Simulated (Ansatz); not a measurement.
Relative stability

Two relaxed structures of CH3OSe (charge +1), closed shell (PBE0-D4/def2-TZVP; forces vanish, vibrations not checked).

A:

| atom | x (Å) | y (Å) | z (Å) |
| --- | --- | --- | --- |
| C1 | 0.6362 | -0.6572 | 0.1806 |
| Se2 | -1.4511 | -0.1372 | -0.2446 |
| O3 | 1.0416 | 0.2422 | 0.9411 |
| H4 | -1.2911 | -0.6429 | -1.6182 |
| H5 | -1.2482 | 1.2678 | -0.6514 |
| H6 | 1.9712 | 0.0920 | 1.2248 |

B:

```json
{"atom": "C1", "x (Å)": "-0.8734", "y (Å)": "-0.0806", "z (Å)": "-0.6837"}
{"atom": "Se2", "x (Å)": "0.5367", "y (Å)": "-0.8261", "z (Å)": "-0.0236"}
{"atom": "O3", "x (Å)": "1.0747", "y (Å)": "0.4496", "z (Å)": "1.0184"}
{"atom": "H4", "x (Å)": "-1.4488", "y (Å)": "-0.6602", "z (Å)": "-1.4008"}
{"atom": "H5", "x (Å)": "-1.1755", "y (Å)": "0.9240", "z (Å)": "-0.3971"}
{"atom": "H6", "x (Å)": "1.8863", "y (Å)": "0.1933", "z (Å)": "1.4868"}
```

Computed with Ansatz 0.2.0 (basis: def2-TZVPP); correlated methods freeze the cores. Filled d shells of the heavier atoms are correlated. The def2 sets are not built for correlating such inner shells, so the correlated values are less sure here. B3LYP uses VWN-RPA correlation.

Question: Which structure is lower at CCSD(T), and by how much? (Judge from chemistry; the value comes from the calculation.)

Answer: By the calculation: B, by 151.3 kJ/mol (electronic energy, against the other). By their contacts, A is CH₃OSe ([OH][C][SeH2]), total charge +1 and B is CH₃OSe ([CH2][Se][OH]), total charge +1.

All methods give the same order:

```csv
method,E(B) − E(A) (kJ/mol)
PBE-D4,-150.7
r2SCAN-D4,-150.9
PBE0-D4,-147.6
B3LYP-D4,-145.2
wB97M-V,-139.8
HF,-119.7
MP2,-168.8
CCSD,-146.3
CCSD(T),-151.3
```

The T1 diagnostic stays at or below 0.021. The restricted Hartree–Fock reference is unstable towards an unrestricted one at one or more of these structures.

Labels in which every atom is bracketed show which atoms are joined, not bond orders.

For scale, one of the runs: CCSD(T)/def2-TZVPP, 152 basis functions, launched by `ansatz run in.yaml --threads 2 --pin off --events-out ev --progress --plain --max-ram 4352MiB`. Hardware: 2 CPU threads of an Arm Neoverse V2, shared host. Wall time 36 s; peak host memory 1.1 GiB.
